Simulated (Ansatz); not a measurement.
Species: AlBr₃, SMILES `[Br][Al]([Br])[Br]` (charge 0, multiplicity 1).

Give a relaxed geometry from PBE0-D3(BJ)/def2-TZVP (Ansatz, an electronic-structure program).

the end point of this relaxation (outside a Z-matrix the atoms follow the SMILES, hydrogens last).
Bonded distances (Å): Br1–Al2 2.229, Al2–Br3 2.229, Al2–Br4 2.229. Bond angles (°): Br1–Al2–Br3 120.0, Br1–Al2–Br4 120.0, Br3–Al2–Br4 120.0.
